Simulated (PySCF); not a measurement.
# Iodine: a sound run and one with changed settings

Sound run: I [Kr] 4d10 5s2 5p5, I⁺ [Kr] 4d10 5s2 5p4. Computed with PySCF 2.14 in cc-pVDZ-PP with ECP28MDF (4s3p2d, 23 functions), with scalar relativity through the core potential. In the sound run the correlated levels freeze 4s2 4p6 4d10 outside the core potential. The sound run starts from symmetry-adapted Hartree-Fock orbitals and uses a fine grid where one is needed.

Changed run: all electrons correlated in a basis built for the valence shell.

```tsv
species	method	sound run (hartree)	changed run (hartree)	converged
I	MP2	-294.73011	-294.75435	yes
I⁺	MP2	-294.36037	-294.38287	yes
```

Ionisation energy of I:

| method | sound run (eV) | changed run (eV) |
| --- | --- | --- |
| UHF | 9.591 | 9.591 |
| MP2 | 10.061 | 10.108 |
| SCS-MP2 | 10.041 | 10.066 |

A valence basis has no tight correlating functions, so it recovers only part of the core correlation, and not evenly between atom and ion.

For comparison, NIST gives 10.451 eV between the lowest levels.
